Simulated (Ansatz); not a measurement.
Reaction (cleavage of the Ge–Si bond): `F[Si](F)(S)[GeH3]` + `O[SiH](O)O` → `O[SiH](O)[O][GeH3]` + `F[SiH](F)S`

Computed with Ansatz on PBE0-D4/def2-TZVP structures; ΔE is electronic, products minus reactants. CCSD(T)/CBS adds triple-zeta CCSD(T) − MP2 to the extrapolated MP2 energy (def2 sets, frozen cores). Functionals use def2-TZVPP. B3LYP here is the variant with VWN-RPA as its local correlation; programs differ in this. For Ge outer-core shells are correlated without core-valence functions, which leaves a few kJ/mol of doubt a bond. Scalar relativity is left out up to krypton. Each species was taken in one conformer, which may not be the lowest.

```tsv
level	ΔE (kJ/mol)
B3LYP-D4	-24.7
B3LYP	-26.5
HF/def2-TZVPP	-55.9
SCS-MP2/def2-TZVPP	-42.9
```

(1) What does CCSD(T)/CBS give? (Best estimate.)

Largest T1 diagnostic among the species: 0.012.

## Answers

(1) Ansatz gave: -26.6 kJ/mol. The listed levels differ from it by 1.9, 0.1, -29.3, -16.3 kJ/mol.

In def2-TZVPP, CCSD(T) changes the Hartree–Fock value by +23.3 kJ/mol (the triples alone add +2.2 kJ/mol) and MP2 by +20.1 kJ/mol. From PBE to PBE0 (25 % exact exchange), in def2-TZVPP and without D4, ΔE moves by −6.6 kJ/mol.

CCSD(T)/CBS has its own doubt, a few kJ/mol and more with outer-core shells, so smaller differences from it don't rank the levels.
